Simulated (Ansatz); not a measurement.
Isomers of C₃H₉B (singlet), relaxed with PBE0-D4/def2-SVP; total energies from Ansatz at CCSD(T)/def2-TZVP.

| isomer | description | energy (Eh) |
| --- | --- | --- |
| A | BMe3 (C3H9B) | -144.29106 |
| B | BH2(nPr) (C3H9B) | -144.24883 |
| C | BH2(iPr) (C3H9B) | -144.24902 |

Correlated methods freeze 4 core orbitals.

Problem. Work out the relative energies (1 Eh = 2625.5 kJ/mol) and the Boltzmann populations at 1200 K from electronic energies alone (R = 8.314 J/mol/K).

Solution. ΔE: A 0.0, B 110.9, C 110.4 kJ/mol. RT = 9.98 kJ/mol. Factors exp(−ΔE/RT): A 1, B 1.49e-05, C 1.57e-05; sum 1.000. Populations: A 100.0 %, B 0.0 %, C 0.0 %. Zero-point energy, vibrational entropy and symmetry numbers are left out and can shift these; an error of 4 kJ/mol changes a ratio by a factor of 1.5. Over the other density-functional and correlated levels in def2 sets, the gap between A and C ranges from 102 to 128 kJ/mol.
